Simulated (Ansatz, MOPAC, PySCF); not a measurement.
Isomers of CH4OSi: 1 is O[Si]C, 2 is CO[SiH]; one conformer of each (the lowest of an xTB search), B3LYP-D3(BJ)/def2-TZVP minima.
Isomer 1 (charge 0, multiplicity 1):
```tsv
atom	x (Å)	y (Å)	z (Å)
C	-0.8456	-0.0160	0.2424
Si	0.5890	-1.2300	-0.1223
O	1.8940	-0.2093	0.0070
H	-1.8231	-0.5013	0.2053
H	-0.8471	0.8047	-0.4854
H	-0.7265	0.4298	1.2376
H	1.7592	0.7222	0.2202
```
Isomer 2 (charge 0, multiplicity 1):
```csv
atom,x (Å),y (Å),z (Å)
C,-0.7956,0.0849,0.2191
O,0.1962,-0.9328,0.2525
Si,1.8321,-0.8527,0.1123
H,-1.3473,0.0737,1.1603
H,-1.4895,-0.1227,-0.5968
H,-0.3390,1.0673,0.0723
H,1.9430,0.6822,-0.0672
```

No zero-point or thermal terms.

Cores are frozen in the correlated methods. CBS(a, b) extrapolates the correlation energy as X⁻³ and adds the Hartree–Fock energy of set b. Rows in 3-21G, 6-311+G**, 6-31G*, LANL2DZ carry no dispersion term and start afresh at each structure (6-31G* with six Cartesian d functions). MP2/6-31G* freezes PySCF's default core. LANL2DZ brings its own core potentials from Na on. The state that PM3 reach isn't checked.

Programs: Ansatz (a quantum-chemistry and plane-wave program) with Gaussian orbitals; MOPAC for PM3 (differences of heats of formation); PySCF for 3-21G rows, 6-311+G** rows, 6-31G* rows, LANL2DZ rows, the dispersion terms. Each number belongs to the level named beside it.

Other levels give for the electronic energy of isomer 2 less that of isomer 1: PBE/def2-TZVPP 22.82; B3LYP/def2-TZVPP 21.39; B3LYP-D3(BJ)/def2-TZVPP 21.68; wB97M-V/def2-TZVPP 23.20; CCSD(T)/CBS(cc-pV(T+d)Z, cc-pV(Q+d)Z) 23.54 kcal/mol.

Question: What do these common cheap choices give for the same quantity: PM3, HF/3-21G, BP86/6-31G*, B3LYP/3-21G, B3LYP/6-311+G**, B3LYP/LANL2DZ, M06-2X/6-31G*, MP2/6-31G*?

Answer: PM3 25.32; HF/3-21G 19.83; BP86/6-31G* 15.64; B3LYP/3-21G 16.68; B3LYP/6-311+G** 21.20; B3LYP/LANL2DZ 22.23; M06-2X/6-31G* 16.65; MP2/6-31G* 18.88 kcal/mol. They span 15.64 to 25.32 kcal/mol.
